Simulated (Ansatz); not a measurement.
CsF2⁻ (the lowest singlet isomer of a short search) was relaxed with PBE0-D4 (def2-TZVPD) in Ansatz in these states: charge -1 quintet, charge -1 singlet, charge -1 triplet. The geometries follow in no particular order.

In the def2 sets Cs takes a core potential; there is no spin–orbit coupling.

A:

```
atom    x (Å)    y (Å)    z (Å)
 Cs1  -0.3644   0.3495  -0.1620
  F2   1.9893   1.4835  -0.4064
  F3  -1.6249  -1.8329   0.5684
```

B:

```xyz
3

Cs    0.234   -0.474    1.208
F    -3.500    0.291    0.074
F     3.266    0.183   -1.282
```

C:

Cartesian coordinates in Å:
```
Cs -0.0066 -0.0001 0.0053
F -1.1068 -1.6236 -1.4218
F 1.1134 1.6238 1.4165
```

Judge from the bond lengths which geometry belongs to which state (an estimate).

A is the charge -1 singlet (Cs1–F2 2.624 Å, Cs1–F3 2.624 Å); B is the charge -1 quintet (Cs1–F2 3.978 Å, Cs1–F3 3.978 Å); C is the charge -1 triplet (Cs1–F2 2.425 Å, Cs1–F3 2.426 Å).

At PBE0-D4/def2-TZVPD the highest occupied level of the charge -1 quintet lies above zero (up to 0.77 eV). The electron is either unbound and held by the finite basis, or the level is raised by self-interaction error. At PBE0-D4/def2-TZVPD the highest occupied level of the charge -1 triplet lies above zero (up to 0.76 eV).
